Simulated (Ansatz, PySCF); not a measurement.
PbCl, SMILES [Pb][Cl] (connectivity only; charge and spin as stated), neutral, multiplicity 2. Atoms are numbered in the order given.

```xyz
2

Pb     0.0000     0.0000    -0.4149
Cl     0.0000     0.0000     2.0759
```
Charge 0, spin multiplicity 2.

The structure is a stationary point at B3LYP-D3(BJ)/def2-TZVP. The multiplicity is an assumed one; other spin states were not compared. The def2 effective core potentials stand for the cores of Pb; spin–orbit coupling is left out.

Two levels are set side by side: PBE-D3(BJ)/def2-TZVP (Ansatz, a program for electronic structure) and B3LYP-D3(BJ)/def2-TZVP (Ansatz). Each level has its own optimised geometry; the coordinates shown are those of the second. Frequencies come from the Hessian of PySCF at each geometry. Differences are taken from unrounded values.

| quantity | B3LYP-D3(BJ) |
|---|---|
| bond Pb1–Cl2 (Å) | 2.491 |
| highest harmonic wavenumber (cm⁻¹) | 301 |
| mean harmonic wavenumber (cm⁻¹) | 301 |
| zero-point energy (kcal/mol) | 0.43 |

What does PBE-D3(BJ) give, and how far is it from B3LYP-D3(BJ)? (An estimate is asked for; the answer gives what the named calculation found.)


```tsv
quantity	PBE-D3(BJ)	PBE-D3(BJ) minus B3LYP-D3(BJ)
bond Pb1–Cl2 (Å)	2.483	-0.008
highest harmonic wavenumber (cm⁻¹)	302	1
mean harmonic wavenumber (cm⁻¹)	302	1
zero-point energy (kcal/mol)	0.43	0.00
```

On these quantities the two levels nearly agree.
